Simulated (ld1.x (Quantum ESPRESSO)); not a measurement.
## Ni, PAW: configuration errors across variants

```
Element                 : Ni (Z = 28)
Generator               : ld1.x (Quantum ESPRESSO) 7.5
Type                    : PAW
Functional              : PBEsol
Relativity              : scalar-relativistic
Frozen core             : [Ar]
Valence charge          : 10
Reference configuration : 3d8 4s2 4p0
Partial waves           : 4s (bound): rcut 1.80, rcutus 2.25 bohr; 4s channel at 3.35 Ry: rcut 1.80, rcutus 2.25 bohr; 4p (bound, empty): rcut 2.55, rcutus 3.40 bohr; 4p channel at 0.25 Ry: rcut 2.55, rcutus 3.40 bohr; 3d (bound): rcut 1.25, rcutus 1.70 bohr; 3d channel at 2.55 Ry: rcut 1.25, rcutus 1.70 bohr
Local potential         : all-electron potential smoothed inside 1.70 bohr (lloc = -2)
Core correction         : Bessel-smoothed model core inside 1.50 bohr
Augmentation charge     : PSQ, inside the norm-conserving radii
```

All-electron excitation energies from the reference (eV): (1) 3d8 4s1 4p0 9.337; (2) 3d8 4s0 4p0 26.597; (3) 3d7 4s0 4p0 64.034; (4) 3d8 4s1 4p1 4.630; (5) 3d9 4s1 4p0 -1.608; (6) 3d9 4s0 4p0 6.264; (7) 3d8.5 4s1.5 4p0 -1.188.

The overlap operator is not positive definite (basis up to 400 Ry) in “waves 4p (bound): rcut 2.55, rcutus 4.22 bohr; 4p channel at 0.25 Ry: rcut 2.55, rcutus 4.22 bohr”. Such files are unfit for use, however small their errors in these radial tests.

Tests that are not counted but printed errors over 1 eV. “type TM; waves now 4s (bound): rc 2.25 bohr; 4p (bound): rc 3.40 bohr; 3d (bound): rc 1.70 bohr; local potential the d channel”: 3d8 4s1 4p1 (solver errors, printed error -1.7 eV).

3 further variants failed, have other tests or another functional or relativity, and are left out.

A true bound ghost makes a file unfit for plane-wave use even where its test errors are small: the radial tests pick states by their node count and pass the ghost by. Where a test does run into it, the solver fails or the error is huge.

Errors AE − PS in meV (a dash: test not solved or not reliable):

| change | (1) | (2) | (3) | (4) | (5) | (6) | (7) | bound ghosts |
| --- | --- | --- | --- | --- | --- | --- | --- | --- |
| base | -3.5 | -18 | -212 | -1.5 | -63 | -108 | -19 | none |
| wave 3d channel at 2.55 Ry: rcut 1.25, rcutus 1.70 bohr becomes 3d channel at 0.14 Ry: rcut 1.25, rcutus 1.70 bohr | -2.9 | -15 | -223 | -1.3 | -68 | -118 | -21 | none |
| waves 4p (bound): rcut 2.55, rcutus 4.22 bohr; 4p channel at 0.25 Ry: rcut 2.55, rcutus 4.22 bohr | -3.5 | -18 | -212 | +0.5 | -63 | -108 | -19 | not determined (overlap not positive) |
| type TM; waves now 4s (bound): rc 2.25 bohr; 4p (bound): rc 3.40 bohr; 3d (bound): rc 1.70 bohr; local potential the d channel | -4.0 | -31 | -278 | – | -131 | -193 | -37 | s, p |
| core correction Bessel-smoothed model core inside 1.38 bohr | -3.5 | -18 | -212 | -1.5 | -63 | -108 | -19 | none |

Task: Give the same row for: local potential all-electron potential smoothed inside 3.68 bohr (lloc = -2).

Result: -9.3, -53, -220, -3.2, -66, -121, -20; bound ghosts: none.
